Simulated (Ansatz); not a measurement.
System: BeF2, charge 0, singlet. BeF2 (SMILES [F][Be][F]).
B3LYP-D3(BJ)/def2-TZVP minimum from Ansatz (a program for electronic structure):
```xyz
3

Be     0.0000     0.0000     0.0000
F      0.0000     0.0000    -1.3812
F      0.0000     0.0000     1.3812
```
Charge 0, spin multiplicity 1.

Total energies in def2-TZVPP, 16 correlated electrons, 3 frozen orbitals. UHF or UKS for unpaired electrons; spin-orbit terms are left out. Cores are frozen in correlated methods. No relativity.

| method | program | energy (Eh) | minus CCSDT(Q) (mEh) |
|---|---|---|---|
| HF | Ansatz | -213.76814 | 558.99 |
| MP2 | Ansatz | -214.31359 | 13.54 |
| CCSD | Ansatz | -214.31218 | 14.96 |
| CCSD(T) | Ansatz | -214.32638 | 0.76 |
| CCSDT(Q) | Ansatz | -214.32713 | 0.00 |

Rough core times of Ansatz's runs on a shared machine: CCSD(T) under 20 s, CCSDT(Q) 5 min.
